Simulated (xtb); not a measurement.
xtb input (GFN1-xTB):

```bash
xtb mol.xyz --gfn 1 --opt tight --chrg 0 --uhf 0
```
mol.xyz:
```
8

C     -1.62475432    -0.25488781    -0.31884178
O     -0.28187607    -0.54327042    -0.01206628
Al     1.11807958     0.37744654     0.20190218
H     -1.80163841     0.81910310    -0.44903336
H     -1.91273542    -0.76415388    -1.24267339
H     -2.27493424    -0.61456452     0.48343537
H      2.42812200    -0.41854651     0.54577849
H      1.02968602     1.94684693     0.04734549
```

Output:

```
           -------------------------------------------------
          |                Calculation Setup                |
           -------------------------------------------------

           -------------------------------------------------
          |                 G F N 1 - x T B                 |
           -------------------------------------------------

        Reference                      10.1021/acs.jctc.7b00118
      * Hamiltonian:
        H0-scaling (s, p, d)           1.850000    2.250000    2.000000
        zeta-weighting                 0.000000
      * Dispersion:
        s8                             2.400000
        a1                             0.630000
        a2                             5.000000
        s9                             0.000000
      * Repulsion:
        kExp                           1.500000
        rExp                           1.000000
      * Coulomb:
        alpha                          2.000000
        third order                    atomic
        anisotropic                    false
      * Halogen bond correction:
        rad-scale                      1.300000
        damping                        0.440000

          ...................................................
          :                      SETUP                      :
          :.................................................:
          :  # basis functions                  28          :
          :  # atomic orbitals                  27          :
          :  # shells                           17          :
          :  # electrons                        18          :
          :  # halogen bonds                     0          :
          :  max. iterations                   250          :
          :  Hamiltonian                  GFN1-xTB          :
          :  restarted?                      false          :
          :  GBSA solvation                  false          :
          :  PC potential                    false          :
          :  electronic temp.          300.0000000     K    :
          :  accuracy                    1.0000000          :
          :  -> integral cutoff          0.2500000E+02      :
          :  -> integral neglect         0.1000000E-07      :
          :  -> SCF convergence          0.1000000E-05 Eh   :
          :  -> wf. convergence          0.2000000E-04 e    :
          :  Broyden damping             0.4000000          :
          :  net charge                          0          :
          :  unpaired electrons                  0          :
          ...................................................

 iter      E             dE          RMSdq      gap      omega  full diag
   1    -10.8787964 -0.108788E+02  0.641E+00    5.97       0.0  T
   2    -10.9093923 -0.305959E-01  0.364E+00    6.14       1.0  T
   3    -10.9100836 -0.691333E-03  0.967E-01    6.12       1.0  T
   4    -10.9107542 -0.670627E-03  0.135E-01    6.15       1.0  T
   5    -10.9108356 -0.813322E-04  0.965E-03    6.14       3.7  T
   6    -10.9108358 -0.250799E-06  0.359E-03    6.15       9.9  T
   7    -10.9108358 -0.293487E-07  0.197E-03    6.15      18.0  T
[...]
         :::::::::::::::::::::::::::::::::::::::::::::::::::::

           -------------------------------------------------
          |                Property Printout                |
           -------------------------------------------------

    * Orbital Energies and Occupations

         #    Occupation            Energy/Eh            Energy/eV
      -------------------------------------------------------------
         1        2.0000           -0.7476868             -20.3456
         2        2.0000           -0.6370696             -17.3355
         3        2.0000           -0.5656008             -15.3908
         4        2.0000           -0.5557805             -15.1236
         5        2.0000           -0.5549362             -15.1006
         6        2.0000           -0.5027552             -13.6807
         7        2.0000           -0.4694032             -12.7731
         8        2.0000           -0.4504278             -12.2568
         9        2.0000           -0.4264215             -11.6035 (HOMO)
        10                         -0.2042358              -5.5575 (LUMO)
        11                         -0.1293129              -3.5188
        12                         -0.1102240              -2.9993
        13                         -0.0793043              -2.1580
        14                         -0.0774001              -2.1062
        15                         -0.0663876              -1.8065
        16                         -0.0508699              -1.3842
        17                         -0.0412143              -1.1215
        18                         -0.0367881              -1.0011
        19                          0.0328192               0.8931
        20                          0.0335955               0.9142
       ...                                ...                  ...
        27                          1.2441538              33.8551
      -------------------------------------------------------------
                  HL-Gap            0.2221857 Eh            6.0460 eV
             Fermi-level           -0.3153287 Eh           -8.5805 eV

  Mulliken/CM5 charges         n(s)   n(p)   n(d)
Note: The following floating-point exceptions are signalling: IEEE_DENORMAL
normal termination of xtb
     1C     0.18866  0.07132   0.963  2.848  0.000
     2O    -0.52138 -0.59097   1.612  4.909  0.000
     3Al    0.48336  0.31573   1.168  1.111  0.238
     4H     0.01431  0.07190   0.986  0.000  0.000
     5H     0.01624  0.07397   0.984  0.000  0.000
     6H     0.01624  0.07397   0.984  0.000  0.000
     7H    -0.09687 -0.00557   1.097  0.000  0.000
     8H    -0.10056 -0.01036   1.101  0.000  0.000

Wiberg/Mayer (AO) data.
largest (>0.10) Wiberg bond orders for each atom

 ---------------------------------------------------------------------------
     #   Z sym  total        # sym  WBO       # sym  WBO       # sym  WBO
 ---------------------------------------------------------------------------
     1   6 C    3.931 --     4 H    0.983     6 H    0.981     5 H    0.981
                             2 O    0.938
     2   8 O    2.173 --     3 Al   1.164     1 C    0.938
     3  13 Al   2.992 --     2 O    1.164     7 H    0.891     8 H    0.889
     4   1 H    1.010 --     1 C    0.983
     5   1 H    1.011 --     1 C    0.981
     6   1 H    1.011 --     1 C    0.981
     7   1 H    0.995 --     3 Al   0.891
     8   1 H    0.994 --     3 Al   0.889
 ---------------------------------------------------------------------------

Topologies differ in total number of bonds
Writing topology from bond orders to xtbtopo.mol

 dipole moment from electron density (au)
     X       Y       Z
  -0.0526   0.0560  -0.0155  total (Debye):    0.199

           -------------------------------------------------
          |                Geometry Summary                 |
           -------------------------------------------------

      molecular mass/u    :       60.0313831
   center of mass at/Å    :        0.0935893       0.1865868       0.0035495
  moments of inertia/u·Å² :        0.7085582E+01   0.1105779E+03   0.1144745E+03
rotational constants/cm⁻¹ :        0.2379146E+01   0.1524502E+00   0.1472610E+00

 * 7 selected distances

     #   Z          #   Z                                           value/Å
     1   6 C        2   8 O                                       1.4238988
     2   8 O        3  13 Al                                      1.6885536 (max)
     1   6 C        4   1 H                                       1.0979226 (min)
     1   6 C        5   1 H                                       1.0979576
     1   6 C        6   1 H                                       1.0979412
     3  13 Al       7   1 H                                       1.5085263
     3  13 Al       8   1 H                                       1.5127478

 * 4 distinct bonds (by element types)

   Z      Z             #   av. dist./Å        max./Å        min./Å
   1 H    6 C           3     1.0979405     1.0979576     1.0979226
   6 C    8 O           1     1.4238988     1.4238988     1.4238988
   1 H   13 Al          2     1.5106370     1.5127478     1.5085263
   8 O   13 Al          1     1.6885536     1.6885536     1.6885536

optimized geometry written to: xtbopt.xyz

           -------------------------------------------------
          | TOTAL ENERGY              -10.843192951227 Eh   |
          | GRADIENT NORM               0.000228543812 Eh/α |
          | HOMO-LUMO GAP               6.045981563849 eV   |
           -------------------------------------------------

------------------------------------------------------------------------
------------------------------------------------------------------------
 total:
 SCF:
 ANC optimizer:
```
